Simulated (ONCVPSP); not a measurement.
lanthanum: one change to an ONCV potential, before and after

ONCVPSP 4.0.1 input, shortened (lines: element, Z, core and valence counts, functional; n l f; lmax; l rc ep ncon nbas qcut; lloc lpopt rc5 dvloc0; l nproj debl; icmod fcfact rcfact), LDA (Perdew-Zunger), scalar-relativistic:

```
  La 57.00    9    4        3      upf
    1    0    2.00
    2    0    2.00
    2    1    6.00
    3    0    2.00
    3    1    6.00
    3    2   10.00
    4    0    2.00
    4    1    6.00
    4    2   10.00
    5    0    2.00
    5    1    6.00
    5    2    1.00
    6    0    1.50
    3
    0    2.10    0.00    4    8    5.30
    1    2.20    0.00    4    9    7.60
    2    3.65    0.00    3    8    4.50
    3    2.90    0.05    3    6    3.50
    4    5    1.45    4.00
    0    2    2.20
    1    2    0.70
    2    2    1.00
    3    1    1.90
    2    0.45    1.15
```

In the p channel the program set the typed energies aside and used -0.929, 0.250 Ha. In the f channel the program set the typed energies aside and used -0.272 Ha.

Change: s: qcut 3.3.

Cutoffs: the cutoffs (Ha) at which the residual kinetic energy of the hardest occupied pseudo-wave falls to 1 and 0.1 mHa per electron; they do not see the model core or the augmentation charge, which bear on the density cutoff. Errors are all-electron minus pseudo energies relative to the spin-unpolarised reference configuration.

**Question.** What does the change do?

**Answer.** The potential gets harder (15 Ha and 19 Ha → 33 Ha and 41 Ha); of the 4 tests that both files solve, the error grows in 2 and shrinks in 0 by more than 15 % and 0.3 meV (median size 2.2 → 4.0 meV); the range in which the s phases agree narrows (upper end 2.9 → 1.3); neither file shows a bound ghost.

| quantity | base | changed |
| --- | --- | --- |
| cutoff, loose | 15 Ha | 33 Ha |
| cutoff, tight | 19 Ha | 41 Ha |
| loose cutoff by channel | s 11 Ha, p 15 Ha, d 5.5 Ha | s 33 Ha, p 15 Ha, d 5.5 Ha |
| bound ghosts | none | none |
| GHOST(+) flags under 300 eV | s at 88.0 eV | s at 65.4 eV |
| error for 5s2 5p6 5d1 6s2, meV [ΔE -2.48 eV] | +0.3 | +0.2 |
| error for 5s2 5p6 5d1 6s1, meV [ΔE 3.68 eV] | -0.7 | -0.8 |
| error for 5s2 5p6 5d1 6s0, meV [ΔE 14.83 eV] | -3.8 | -7.1 |
| error for 5s1 5p6 5d1 6s2, meV [ΔE 41.72 eV] | -55 | -172 |
| s: phases at 2.13 bohr within 0.05 rad from the reference energy up to (Ha; the scan ends near 5) | 2.9 | 1.3 |
| p: phases at 2.24 bohr within 0.05 rad from the reference energy up to (Ha; the scan ends near 5) | to the end of the scan | to the end of the scan |
| d: phases at 3.70 bohr within 0.05 rad from the reference energy up to (Ha; the scan ends near 5) | 2.4 | 2.4 |
| f: phases at 2.94 bohr within 0.05 rad from the reference energy up to (Ha; the scan ends near 5) | -0.2 | -0.2 |
| rms error of d²Exc/dni dnj with the model core, mHa | 0.42 | 0.74 |
